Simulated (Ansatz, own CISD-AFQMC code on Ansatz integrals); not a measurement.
C2H6Si, SMILES `C1C[SiH2]1` (charge 0, multiplicity 1).

Cartesian coordinates (Å):
```xyz
9

C     -0.6188    -0.7366     0.0867
C     -0.5267     0.7913    -0.1717
Si     1.1018    -0.0526     0.0817
H     -1.0697    -1.0362     1.0257
H     -0.9528    -1.3430    -0.7471
H     -0.9208     1.4325     0.6082
H     -0.8040     1.1257    -1.1646
H      1.9758    -0.3014    -1.0776
H      1.8152     0.1203     1.3587
```
Charge 0, spin multiplicity 1.

Frozen-core correlation energies in cc-pVDZ at a geometry from B3LYP-D3(BJ)/def2-TZVP, on an HF energy of -368.10830 Ha (<S^2> = 0.00). Wave-function levels are from Ansatz, the walk from an own CISD-AFQMC code on Ansatz integrals (time step 0.005/Ha, trial state from CCSD amplitudes, largest double 0.06).

| level | correlation energy (mHa) |
|---|---|
| MP2 | -386.2 |
| CCSD | -430.4 |
| CCSD(T) | -443.8 |

Problem. What correlation energy does phaseless AFQMC give, and where does it lie among these levels?

Solution. -445.3 ± 0.4 mHa (one standard error). AFQMC minus each level: MP2 -59.2 mHa, CCSD -15.0 mHa, CCSD(T) -1.5 mHa.
